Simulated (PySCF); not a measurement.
Si(H)(F)(OH)2 (FH3O2Si), SMILES O[SiH](O)F. Atoms are numbered in the order given.

```xyz
7

Si     0.3330     0.0308    -0.0961
O     -0.3387     1.4854    -0.4295
O     -0.5191    -1.1334    -0.8910
F      0.2464    -0.3167     1.4853
H      1.7620     0.1062    -0.4466
H     -1.2993     1.5269    -0.4641
H     -0.4802    -2.0304    -0.5474
```

The structure is a stationary point at PBE0-D3(BJ)/def2-SVP. The values are those of a single conformer.

Computed with PBE0/def2-TZVPD (PySCF).

Isolated molecule, no solvent.

Problem. Estimate the frontier levels, gap, dipole moment and polarisability. (The exact figures need the calculation; the answer reports its results.)

Solution. 
The highest occupied level is -9.73 eV. The lowest empty level is -0.17 eV. The orbital gap is 9.55 eV and the dipole moment comes out as 1.42 D. The quadrupole, principal values (traceless, Buckingham form, about the centre of nuclear charge) is -7.45, 0.59, 6.86 D·Å and the mean static polarisability is 33.4 bohr³ (4.95 Å³). The polarisability, principal values is 31.2, 33.9, 35.0 bohr³.
